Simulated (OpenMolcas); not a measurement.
## N: effect of the active space

| Item | Value |
| --- | --- |
| Program | OpenMolcas |
| Method | CASSCF or its RAS form |
| Basis | ANO-RCC-VTZP |
| Scalar Hamiltonian | DKH2, point nucleus |
| Spin-orbit coupling | RASSI with atomic mean-field integrals over the reference wave functions, term energies averaged over their components |

A. 3 electrons in 3 orbitals (2p); 2S+1 = 4 odd, 1 root; 2S+1 = 2 odd, 8 roots; cost of the order of 1.5 core-seconds
B. 5 electrons in 4 orbitals (2s 2p); 2S+1 = 4 odd, 1 root; 2S+1 = 2 odd, 8 roots; 2S+1 = 4 even, 3 roots; cost roughly 5 core-seconds
C. 5 electrons in 8 orbitals (2s 2p 3s 3p); 2S+1 = 4 odd, 1 root; 2S+1 = 2 odd, 8 roots; 2S+1 = 4 even, 3 roots; 2S+1 = 2 even, 5 roots (0 in the spin-orbit step); cost of the order of 13 core-seconds
D. 5 electrons in 9 orbitals (RAS2 2s 2p; RAS3 3d, at most 2 electrons); 2S+1 = 4 odd, 1 root; 2S+1 = 2 odd, 8 roots; 2S+1 = 4 even, 3 roots; 2S+1 = 2 even, 5 roots (0 in the spin-orbit step); cost about 15 core-seconds

Energies in cm-1 above 2s2 2p3 4S* 3/2, the measured ground level; measured values from NIST Handbook of Basic Atomic Spectroscopic Data.

| Level | A | B | C | D | Measured |
| --- | --- | --- | --- | --- | --- |
| 2s2 2p3 4S* 3/2 | 0.0 | 0.0 | 0.0 | 0.0 | 0.0 |
| 2s2 2p3 2D* 3/2 | 23021 | 23007 | 22246 | 22547 | 19233 |
| 2s2 2p3 2D* 5/2 | 23021 | 23008 | 22251 | 22547 | 19224 |
| 2s2 2p3 2P* 1/2 | 38021 | 30330 | 28575 | 33474 | 28839 |
| 2s2 2p3 2P* 3/2 | 38021 | 30328 | 28578 | 33471 | 28839 |

Deviations, from unrounded energies. A percentage is the sum of absolute deviations over the sum of measured energies, with the sign that they share, or ± where signs differ.

| Against measurement | Levels | A | B | C | D |
| --- | --- | --- | --- | --- | --- |
| mean absolute deviation (cm-1) | 4 | 6500 | 2600 | 1600 | 4000 |
| other terms of the ground configuration (%) | 4 | +27.0 | +11.0 | ±6.8 | +16.5 |

C lies closest to measurement on these levels and A furthest from it. The largest miss of C in the table is 2s2 2p3 2D* 5/2, by +3000 cm-1. The ranking rests on the paired levels alone, and a cruder setting can come out closer through cancelling errors.

Among A to D the level of the table that moves most is 2s2 2p3 2P* 1/2, by 9400 cm-1 (lowest in C, highest in A).

Without dynamic correlation excited terms often stand tens of per cent too high (terms of higher spin than the ground term too low), and those without a measured partner can miss by more than the paired ones. With the s shell closed, the reference lacks s² → p² mixing (holds for A). Active for correlation alone: 3p 3s; no level in the range computed is led by a configuration that fills them, so any true level of that kind is missing (holds for C). Active for correlation alone: 3d; no level in the range computed is led by a configuration that fills it, so any true level of that kind is missing (holds for D). Measured partners are found by configuration, term and J. A level has none where our copy of the source lacks it or the pairing is in doubt (some pairs that miss far off the trend of their configuration count as doubtful), and it then counts in no deviation. Only configurations of the active space appear. The table leaves out levels that lie high or whose names do not pair safely across all columns.

* marks odd parity.
